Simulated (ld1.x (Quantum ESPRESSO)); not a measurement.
**Before and after: RRKJ potential for lead**

Pb, norm-conserving RRKJ (Kleinman–Bylander form), made with ld1.x (Quantum ESPRESSO) 7.5 (PBE, fully relativistic). Core [Xe] 4f14 5d10, reference 6s2 6p2. Waves: 6p (bound): rc 2.00 bohr; 6s (bound): rc 1.60 bohr. Local part: the s channel. Core correction: a·sin(br)/r model core, default radius (core density twice the valence density).

Open shells are filled in proportion to 2j + 1 (rel_dist='average').

All-electron outer shells of the reference configuration (PBE, scalar-relativistic, ld1.x):

| shell | level (eV) | outermost node (bohr) | outermost maximum (bohr) |
| --- | --- | --- | --- |
| 5p | -85.83 | 0.49 | 0.88 |
| 5d | -21.18 | 0.52 | 1.07 |
| 6s | -12.04 | 1.01 | 1.95 |
| 6p | -3.50 | 1.18 | 2.67 |

Change: core correction none.

Cutoffs: the cutoffs (Ry, on a coarse ladder) from which the occupation-weighted sum of valence levels, in a spherical-Bessel basis at the reference potential, stays within 10 and 1 mRy of its value at 400 Ry; they do not see the model core or the augmentation charge, which bear on the density cutoff. Errors are all-electron minus pseudo energies relative to the spin-unpolarised reference configuration.

Task: How do hardness, ghosts and transferability respond?

Result: The potential gets neither clearly harder nor softer (45 Ry and 100 Ry → 45 Ry and 100 Ry); of the 7 tests that both files solve, the error grows in 0 and shrinks in 6 by more than 15 % and 0.3 meV (median size 84.7 → 22.2 meV); neither file shows a bound ghost. The default core radius of the base comes out at 1.90 bohr.

```tsv
quantity	base	changed
cutoff, loose	45 Ry	45 Ry
cutoff, tight	100 Ry	100 Ry
bound ghosts	none	none
error for 6s2 6p1, meV [ΔE 6.70 eV]	-16	+13
error for 6s2 6p0, meV [ΔE 20.30 eV]	-117	+96
error for 6s1 6p0, meV [ΔE 52.71 eV]	-613	+187
error for 6s1 6p3, meV [ΔE 8.57 eV]	-36	+22
error for 6s2 6p2.3, meV [ΔE -0.83 eV]	-0.5	+0.5
error for 6s1 6p2, meV [ΔE 16.05 eV]	-85	-1.0
error for 6s0 6p4, meV [ΔE 17.48 eV]	-145	+119
s: phases at 2.20 bohr within 0.05 rad from the reference energy up to (Ry; the scan ends near 5)	1.4	1.4
p1/2: phases at 2.20 bohr within 0.05 rad from the reference energy up to (Ry; the scan ends near 5)	to the end of the scan	to the end of the scan
p3/2: phases at 2.20 bohr within 0.05 rad from the reference energy up to (Ry; the scan ends near 5)	0.8	0.8
```
